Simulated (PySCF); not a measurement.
# Computed properties of Si(OSiH3)(H)(NHSiH3)2 (H12N2OSi4), SMILES [SiH3]N[SiH](N[SiH3])O[SiH3]

Si(OSiH3)(H)(NHSiH3)2 (H₁₂N₂OSi₄), SMILES [SiH3]N[SiH](N[SiH3])O[SiH3]. Geometry optimised at B3LYP-D3(BJ)/def2-SVP. The values are those of a single conformer. All values are computed for the isolated molecule unless a solvent is named; none is compared with measurement here.

**Structure.** All 51 harmonic modes at B3LYP-D3(BJ)/def2-SVP (PySCF) are real, so it is a minimum. With heavy atoms numbered as in [SiH:1]([NH:2][SiH3:3])([NH:4][SiH3:5])[O:6][SiH3:7], the shortest bond between them is Si1–O6 at 1.666 Å and the longest N4–Si5 at 1.753 Å.

**Vibrations.** The strongest infrared lines (harmonic, unscaled, degenerate partners summed) lie at 889 cm⁻¹ (557 km/mol, H 64 %, Si 22 %, N 13 %), 869 cm⁻¹ (471 km/mol, H 62 %, Si 20 %, N 16 %), 1008 cm⁻¹ (371 km/mol, H 88 %, Si 11 %). The softest mode is at 37 cm⁻¹ and the zero-point energy is 77.4 kcal/mol.

**Electronic structure.** r2SCAN/def2-SVP (PySCF) places the frontier levels at -6.44 and -0.14 eV, a gap of 6.30 eV, and gives a dipole moment of 1.57 D and a mean polarisability of 105.5 bohr³. PBE/def2-SVP (PySCF) at the same geometry gives -6.08 and -0.47 eV, so its gap is 0.69 eV narrower. An orbital gap is neither the optical nor the fundamental gap.

**Excitations.** TDA-ωB97X/def2-SVPD (PySCF) has S1 at 6.94 eV (179 nm, f = 0.018, weak); the most intense of the 6 singlets computed lies at 7.98 eV (f = 0.05). T1 (TDA) is at 6.67 eV, 0.27 eV under S1. TDA-PBE/def2-SVPD (PySCF) puts S1 at 5.43 eV. No vertical singlet excitation falls in the visible range (under 3.1 eV).

**NMR.** GIAO shifts at KT2/pcSseg-1 (PySCF) (non-relativistic, atoms alike by connectivity averaged): ¹H from 0.8 to 5.5 ppm against TMS; ²⁹Si from -56.1 to -36.4 ppm against TMS.

**Solvation.** SMD-M06-2X/def2-SVP (PySCF) gives 2.3 kcal/mol in water, -2.9 kcal/mol in chloroform, -3.6 kcal/mol in 2-propanol (1 M in both phases, gas-phase geometry); of these solvents 2-propanol holds the molecule best.
